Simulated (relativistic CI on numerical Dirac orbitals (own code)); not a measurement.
Calculated at this level of theory: Dirac-Coulomb-Breit CI, orbitals from a KLI potential per configuration, model QED (radiative potential, 1s self-energy scaled to tabulated hydrogen-like ionisation energies), unscaled Slater integrals (own radial code, finite nucleus).

The strongest absorption lines from the ground level of an ion, among the configurations computed and to levels below about 1010 eV (vacuum wavelength in Å, gf): 17.728 (0.16), 19.987 (0.52), 49.832 (2.8), 67.119 (1.2), 85.051 (0.0055).

Task: Which ion is it?
A. Hf34+
B. Pt42+
C. Hf36+
D. Re39+

Result: C. Hf36+ has 36 electrons and the ground level 4s2 4p6 1S_0; the strongest line goes to 4s2 4p5 4d 1P°_1. The pattern of lines fixes the number of electrons, and along that sequence the line energies rise steadily with the charge (about as its square where n changes within one kind of shell, about linearly where n is kept but much faster in heavy ions where fine structure, which grows about as Z⁴, sets the gap, and irregularly where shells cross), which fixes Z. Configurations outside the model, such as inner-shell arrays, can give stronger lines. At this charge energies of transitions that change n are usually good to better than 1 %, and those within a shell (Δn = 0) to a few per cent.

LS names give the leading component of a level, which can be under half, so a name can repeat, a term be missing and a line seem to break the LS rules.
